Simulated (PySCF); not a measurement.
Species: C7H11N.
Structure used (GFN2-xTB), in Å, numbered top down from 1:
```xyz
19
C7H11N angstrom
C      3.102   -0.577   -0.033
N      2.263    0.354   -0.106
C      0.895    0.147   -0.059
C      0.276   -0.801   -0.766
C     -1.210   -0.954   -0.819
C     -1.889   -0.196    0.318
C     -1.326    1.219    0.394
C      0.153    1.166    0.764
H      2.849   -1.629    0.134
H      4.150   -0.332   -0.131
H      0.854   -1.467   -1.394
H     -1.575   -0.580   -1.783
H     -1.464   -2.017   -0.775
H     -2.969   -0.171    0.157
H     -1.699   -0.710    1.262
H     -1.442    1.704   -0.578
H     -1.871    1.807    1.134
H      0.263    0.906    1.822
H      0.628    2.138    0.618
```

Computed, not measured: CAM-B3LYP/def2-SVPD in PySCF (dipole) on a GFN2-xTB geometry, gas phase.

Take the most abundant isotopes and a rigid rotor. The values belong to one conformer with, in the numbering `[CH2:1]=[N:2][C:3]1=[CH:4][CH2:5][CH2:6][CH2:7][CH2:8]1`, C1–N2–C3–C4 -46°, C3–C4–C5–C6 -17°, C4–C5–C6–C7 48°, C5–C6–C7–C8 -65°, C6–C7–C8–C3 47°.

What are A, B and C (GHz)?

Ia = 117.05, Ib = 336.21, Ic = 424.91 u·Å²; 505379 MHz·u·Å²/I gives 4318, 1503 and 1189 MHz, that is A = 4.3178, B = 1.5032, C = 1.1894 GHz.

What kind of rotor is it?

An asymmetric top. Ray's parameter κ = (2B − A − C)/(A − C) = -0.799; −1 is the prolate and +1 the oblate limit.

What does the inertial defect say?

Not planar: Δ = Ic − Ia − Ib = -28.34 u·Å². For a rigid frame Δ = −2 Σ m c², so Σ m c² = 14.17 u·Å² lies off the ab plane: 8.43 from hydrogen and 5.74 from heavier atoms. The atom farthest from that plane is 1.51 Å away.

Give the other two planar moments, Paa and Pbb, and the rms extents of the mass along the axes.

Paa = Σ m a² = (Ib + Ic − Ia)/2 = 322.04 and Pbb = Σ m b² = (Ia + Ic − Ib)/2 = 102.88 u·Å². With the mass M = 109.09 u, the rms extents √(P/M) along a, b and c are 1.72, 0.97, 0.36 Å.

List the rotational levels J(Ka,Kc) to J = 2 (cm⁻¹).

Above 0(0,0):
J = 1: 1(0,1) 0.0898, 1(1,1) 0.1837, 1(1,0) 0.1942
J = 2: 2(0,2) 0.2686, 2(1,2) 0.3529, 2(1,1) 0.3843, 2(2,1) 0.6659, 2(2,0) 0.6667
The levels of one J sum to (2J + 1)J(J + 1)(A + B + C)/3.

Which types of transition are allowed, and where do some lines up to J = 5 fall?

The dipole components are |μa| = 0.31 D, |μb| = 0.98 D, |μc| = 0.83 D. The squared components, which scale the intensities, stand as 0.10 : 1.00 : 0.72 (a : b : c). Some lines, for components of 0.1 D or more:

```
type  branch         J(Ka,Kc)    MHz  lower level (cm⁻¹)
   b       R  5(1,4) ← 4(2,3)   6729               1.294
   c       R  2(1,1) ← 1(0,1)   8827               0.090
   a       R  4(3,1) ← 3(3,0)  10824               1.431
   c       R  2(2,0) ← 1(1,0)  14168               0.194
   c       Q  5(3,3) ← 5(2,3)  14249               1.768
   c       R  4(1,3) ← 3(0,3)  15364               0.535
   c       R  3(2,1) ← 2(1,1)  16644               0.384
   c       R  5(1,4) ← 4(0,4)  18958               0.886
   c       R  4(2,3) ← 3(1,3)  20622               0.606
   b       Q  4(4,0) ← 4(3,1)  20750               1.793
   b       Q  5(5,0) ← 5(4,1)  26692               2.936
   b       R  5(3,3) ← 4(2,2)  28112               1.306
   b       R  5(5,0) ← 4(4,1)  40210               2.485
```

GFN2-xTB frequencies: not computed here. No vibrational averaging or centrifugal distortion is included, and the geometry carries the error of its method. Quadrupole hyperfine structure (14N) is left out.

Time: 53 s wall; peak memory 1.2 GiB. Hardware: an Intel Xeon Platinum 8488C with one thread, shared host. This is the CAM-B3LYP/def2-SVPD job that gave the dipole, with the excitations it also computed.
